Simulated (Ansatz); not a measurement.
Consider the redistribution: `BCl` + `[CH3][AlH][CH2]CCl` → `ClBCCl` + `[CH3][AlH][CH3]`.

Program: Ansatz. Geometries: PBE0-D4/def2-TZVP. ΔE: electronic, gas phase. CCSD(T)/CBS is the MP2 limit (def2-TZVPP, def2-QZVPP) plus CCSD(T) − MP2 in def2-TZVPP, frozen cores. This one scheme is used for every species. DFT in def2-TZVPP. Each species was taken in one conformer, which may not be the lowest.

`BCl`:

Cartesian coordinates in Å:
```
B -0.125 0.056 -0.067
Cl 1.296 -0.582 0.692
H -0.705 0.940 0.480
H -0.466 -0.414 -1.106
```

`[CH3][AlH][CH2]CCl`:

```xyz
13

C    -0.818    0.454    1.945
Al    0.578    0.981    0.686
C     0.792    0.095   -1.062
C    -0.153   -1.041   -1.332
Cl    0.089   -1.793   -2.956
H    -1.681    1.123    1.843
H    -1.183   -0.564    1.784
H    -0.484    0.538    2.983
H     1.572    2.176    1.024
H     1.831   -0.248   -1.139
H     0.689    0.867   -1.835
H    -0.034   -1.859   -0.622
H    -1.197   -0.727   -1.318
```

`ClBCCl`:

```xyz
7

Cl    0.599   -0.718    2.060
B     0.344   -0.712    0.336
C    -0.508    0.416   -0.329
Cl    0.883    1.426   -0.873
H     0.865   -1.564   -0.310
H    -1.064    0.128   -1.219
H    -1.118    1.024    0.334
```

`[CH3][AlH][CH3]`:

Z-matrix (Å, degrees):
```
C
Al 1 1.954
H 1 1.092 2 113.4
H 1 1.095 2 111.1 3 121.8
H 1 1.096 2 110.4 3 -120.9
C 2 1.954 1 121.2 3 -176.1
H 2 1.595 1 120.2 3 4.5
H 6 1.096 2 110.5 1 -117.3
H 6 1.093 2 113.4 1 3.7
H 6 1.095 2 111.0 1 125.4
```

```
          level  ΔE (kJ/mol)
      r2SCAN-D4        -50.1
CCSD/def2-TZVPP        -44.1
```

Task: What does CCSD(T)/CBS give? (An estimate is asked.)

Result: The calculation gave: -44.1 kJ/mol. The listed levels differ from it by -6.0, 0.0 kJ/mol.

Largest T1 diagnostic among the species: 0.012.

In def2-TZVPP, CCSD(T) changes the Hartree–Fock value by −5.2 kJ/mol (the triples alone add −0.7 kJ/mol) and MP2 by −5.8 kJ/mol.
